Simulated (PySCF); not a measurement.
## Two-component Hartree-Fock for Ta⁺ (tantalum, charge +1)

Start: [Xe] 4f14 5d3 6s1; 5d5/2 filled at m_j = +1/2, +3/2, +5/2; 6s1/2 filled at m_j = +1/2. Calculated with PySCF 2.14 in x2c-TZVPall-2c with one added diffuse shell each of s, p, d type (12s12p11d2f, 117 functions): generalised Hartree-Fock with the X2C-1e Hamiltonian and a Gaussian nucleus; spin-orbit coupling (SO) screened by Boettger's factors. This is a chosen level, not necessarily the ground level.

| spinor shell | electrons | ε, screened SO (eV) | weight of nominal j (screened SO) | rms radius, screened SO (bohr) |
| --- | --- | --- | --- | --- |
| 1s1/2 | 2 | -67762.8 | 1.000 | 0.0211 |
| 2s1/2 | 2 | -11785.3 | 1.000 | 0.0853 |
| 2p1/2 | 2 | -11242.7 | 1.000 | 0.0726 |
| 2p3/2 | 4 | -9967.0 | 1.000 | 0.0799 |
| 3s1/2 | 2 | -2765.7 | 1.000 | 0.218 |
| 3p1/2 | 2 | -2524.9 | 1.000 | 0.210 |
| 3p3/2 | 4 | -2245.5 | 1.000 | 0.225 |
| 3d3/2 | 4 | -1843.5 | 1.000 | 0.199 |
| 3d5/2 | 6 | -1783.1 | 1.000 | 0.203 |
| 4s1/2 | 2 | -600.89 | 1.000 | 0.488 |
| 4p1/2 | 2 | -500.28 | 1.000 | 0.497 |
| 4p3/2 | 4 | -435.31 | 1.000 | 0.530 |
| 4d3/2 | 4 | -269.49 | 1.000 | 0.557 |
| 4d5/2 | 6 | -257.26 | 1.000 | 0.569 |
| 5s1/2 | 2 | -94.039 | 1.000 | 1.19 |
| 5p1/2 | 2 | -61.971 | 0.969 | 1.32 |
| 5p3/2 | 4 | -52.677 | 0.984 | 1.42 |
| 4f5/2 | 6 | -48.422 | 0.991 | 0.702 |
| 5d5/2 | 3 | -16.063 | 0.708 | 2.26 |
| 6s1/2 | 1 | -14.521 | 0.998 | 3.34 |

(1) Where does 4f7/2 lie, and what is the 4f spin-orbit splitting (screened SO)?

| quantity | screened SO |
| --- | --- |
| E (hartree) | -15610.09461 |
| M_J | 5 |
| ⟨J²⟩ | 30.015 |
| ⟨L²⟩ | 12.475 |
| ⟨S²⟩ | 5.959 |

Each row is a mean over spinors that exchange with the open shell spreads, by up to 5.637 eV (5p3/2).

Rows whose weight is well below 1 are mixtures of j = l ± 1/2: exchange outweighs spin-orbit coupling there, and the label is only the starting occupation.

Breit and QED terms are absent; they matter most for the inner s and p1/2 levels.

Densities and radii are taken from the X2C orbitals without a picture-change correction, which distorts them close to the nucleus.

## Answers

(1) At -46.486 eV, 1.935 eV above 4f5/2.
